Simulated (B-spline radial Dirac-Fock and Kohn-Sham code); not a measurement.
# Ti 3p1/2: cross section and angular parameters

System: neutral titanium, 1s2 2s2 2p6 3s2 3p6 3d2 4s2; threshold 44.32 eV (orbital energy of the model). Level of theory: Dirac-Hartree-Slater photoionisation with a Latter tail; cross sections with all multipoles, angular parameters from the dipole term and its interference with E2; a radial B-spline solver.

| hν (eV) | σ (kb) | β | γ | δ |
| --- | --- | --- | --- | --- |
| 60 | 272 | -0.170 | -0.132 | 0.048 |
| 63.5 | 263 | -0.426 | -0.084 | 0.050 |
| 76.1 | 316 | -0.052 | 0.100 | 0.028 |
| 80 | 336 | 0.132 | 0.125 | 0.021 |
| 117 | 401 | 1.072 | 0.096 | -0.001 |
| 120 | 399 | 1.108 | 0.089 | -0.002 |
| 157 | 341 | 1.379 | 0.021 | -0.003 |
| 196 | 271 | 1.504 | -0.012 | -0.001 |
| 296 | 148 | 1.612 | -0.011 | 0.002 |
| 300 | 144 | 1.613 | -0.009 | 0.002 |
| 400 | 85.3 | 1.628 | 0.035 | 0.005 |
| 449 | 67.7 | 1.625 | 0.061 | 0.006 |
| 488 | 56.9 | 1.619 | 0.082 | 0.006 |
| 540 | 45.8 | 1.609 | 0.110 | 0.007 |
| 600 | 36.3 | 1.595 | 0.143 | 0.008 |
| 697 | 25.7 | 1.570 | 0.193 | 0.010 |
| 1253.6 | 5.95 | 1.420 | 0.427 | 0.024 |
| 2010 | 1.62 | 1.252 | 0.638 | 0.044 |
| 2020 | 1.60 | 1.250 | 0.640 | 0.045 |
| 3160 | 0.422 | 1.063 | 0.843 | 0.078 |
| 3870 | 0.224 | 0.973 | 0.931 | 0.098 |
| 6000 | ? | ? | ? | ? |
| 6850 | 0.0346 | 0.720 | 1.155 | 0.178 |
| 8260 | 0.0183 | 0.642 | 1.224 | 0.211 |
| 9251.7 | 0.0124 | 0.597 | 1.266 | 0.234 |
| 10900 | 0.00697 | 0.534 | 1.325 | 0.269 |
| 11100 | 0.00653 | 0.527 | 1.331 | 0.273 |
| 11200 | 0.00633 | 0.524 | 1.335 | 0.275 |
| 12600 | 0.00417 | 0.482 | 1.377 | 0.303 |
| 12700 | 0.00405 | 0.479 | 1.380 | 0.304 |

Question: Give the values at 6000 eV.

Answer: σ = 0.0539 kb, β = 0.777, γ = 1.105, δ = 0.156.

Values without a named source are computed, but for edge energies of neutral atoms, which are taken from tables.
